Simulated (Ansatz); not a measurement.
Start from `CC(=O)C(C(C)=O)C(C)C` and change one atom or group to get `CCC(C(C)=O)C(C)=O`.

Ansatz, PBE0-D4/def2-TZVP geometries, multiplicity 1. Each molecule was computed in one conformer, which needn't be the lowest.

```csv
property,`CC(=O)C(C(C)=O)C(C)C`
HOMO energy (PBE/def2-TZVPP) / eV,-5.66
HOMO–LUMO gap (PBE/def2-TZVPP) / eV,3.29
HOMO energy (PBE0/def2-TZVPP) / eV,-7.20
LUMO energy (B3LYP/def2-TZVPP) / eV,-1.54
HOMO energy (ωB97M-V/def2-TZVPP) / eV,-9.57
HOMO energy (B3LYP/def2-TZVPP) / eV,-6.98
```

Problem. Give the same properties after the change, and the shifts. (An estimate is asked.)

Solution. The calculation gave: 
| property | `CCC(C(C)=O)C(C)=O` | shift |
| --- | --- | --- |
| HOMO energy (PBE/def2-TZVPP) / eV | -5.68 | -0.02 |
| HOMO–LUMO gap (PBE/def2-TZVPP) / eV | 3.32 | 0.03 |
| HOMO energy (PBE0/def2-TZVPP) / eV | -7.22 | -0.02 |
| LUMO energy (B3LYP/def2-TZVPP) / eV | -1.55 | -0.01 |
| HOMO energy (ωB97M-V/def2-TZVPP) / eV | -9.60 | -0.03 |
| HOMO energy (B3LYP/def2-TZVPP) / eV | -7.01 | -0.03 |

B3LYP here is the variant with VWN-RPA as its local correlation; programs differ in this.
